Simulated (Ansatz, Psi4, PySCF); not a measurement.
Molecule: C₃H₄Cl, net charge 0, doublet state. SMILES: [CH2]/C=C/Cl
Coordinates optimised at B3LYP-D3(BJ)/def2-TZVP (Ansatz, a quantum-chemistry and plane-wave program):
```
C
C 1 1.3733
H 2 1.0800 1 121.02
C 1 1.3821 2 123.85 3 180.00
H 4 1.0801 1 123.46 2 0.00
H 2 1.0824 3 117.56 1 180.00
H 1 1.0849 2 118.93 3 0.00
Cl 4 1.7190 5 114.33 1 -180.00
```
Charge 0, spin multiplicity 2.

Wanted: size of the dipole moment, in D. Terms: six Cartesian d functions in 6-31G* and its kin unless marked 5d; 6-311+G** with 5d, 6d on Na to Ar in Ansatz; dispersion terms only where a functional's name holds one; no spin-orbit coupling; open shells spin-unrestricted; LANL2DZ with its own core potentials from Na on; non-relativistic. First-principles rows: single points at B3LYP-D3(BJ) geometries (Ansatz).

```tsv
level	program	size of the dipole moment (D)
PBE/3-21G	Ansatz	1.40
PBE/LANL2DZ	Ansatz	1.31
PBE/6-31G*	Ansatz	1.23
BP86/6-31G* (5d)	PySCF	1.23
B3LYP/STO-3G	Ansatz	1.64
B3LYP/3-21G	Ansatz	1.58
B3LYP/6-31G*	Ansatz	1.36
B3LYP/6-31+G*	Ansatz	1.29
B3LYP/6-31G**	Ansatz	1.36
B3LYP/cc-pVDZ	Ansatz	1.16
B3LYP/6-311+G**	Ansatz	1.24
PBE0/6-311+G**	Ansatz	1.30
wB97X-D/6-311+G**	Psi4	1.35
B3PW91/6-31G* (5d)	PySCF	1.40
```

No value to compare with is used here. The 14 habitual levels span 1.16 (B3LYP/cc-pVDZ) to 1.64 D (B3LYP/STO-3G).

The levels are drawn from those run, B3LYP/6-31G* more often than the rest, none by its result; left out are runs that failed, that the program found above a lower state of the same kind, or whose <S^2> lies over 0.5 above the pure value.
